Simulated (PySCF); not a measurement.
A structure optimised at PBE0-D3(BJ)/def2-SVP, used in a PySCF frequency run:

```xyz
12

F      2.1949    -0.7163    -1.0270
Si     1.2351    -0.0246     0.0937
C     -0.4974    -0.6494    -0.1660
C     -1.5087     0.2024    -0.9230
C     -1.6277     0.0225     0.5399
F     -1.3198     1.0818     1.3399
H      1.7629    -0.4272     1.4262
H      1.3016     1.4492    -0.0964
H     -0.5823    -1.7365    -0.2811
H     -2.2312    -0.2935    -1.5764
H     -1.1758     1.1859    -1.2687
H     -2.4400    -0.5767     0.9635
```
Charge 0, spin multiplicity 1.

Write its SMILES and formula.

F[SiH2][C@@H]1C[C@@H]1F, C3H6F2Si

What are its rotational constants (standard atomic weights)?

6.0513, 1.6764, 1.4446 GHz
